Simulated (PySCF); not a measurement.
Cl₂H₂O₂Ti, multiplicity 1. Atoms are numbered in the order given.

```xyz
7

Ti    -0.3081     0.0000     0.0000
Cl     0.9334     1.8108     0.0000
Cl     0.9451    -1.8027     0.0000
O     -1.3053    -0.0053     1.4178
H     -2.1366    -0.0275     1.9002
O     -1.3053    -0.0053    -1.4178
H     -2.1366    -0.0275    -1.9002
```

The structure is a stationary point at ωB97X-D3(BJ)/def2-SVP. The geometry has at least one imaginary mode, so it is a saddle point at that level. The spin state was assumed, not searched. The structure was generated by enumeration; whether it is a known compound was not checked. Other conformers were not sampled.

The numbers are results of PBE/pcSseg-1 (PySCF), not measurements.

GIAO shieldings, no solvent; atoms listed in one row are averaged. δ = σ(ref) − σ: ³⁵Cl against HCl (σ = 936.5 ppm); ¹⁷O against H2O (σ = 334.3 ppm); ¹H against TMS (σ = 31.49 ppm), references at their B3LYP-D3(BJ)/def2-TZVP geometries, non-relativistic (without spin–orbit terms, shifts of atoms bonded to Cl or Br come out too high).

```tsv
nucleus	atoms	count	δ (ppm)
³⁵Cl	Cl2	1	678.7
³⁵Cl	Cl3	1	676.1
¹⁷O	O4, O6	2	347.2
¹H	H5, H7	2	5.79
```
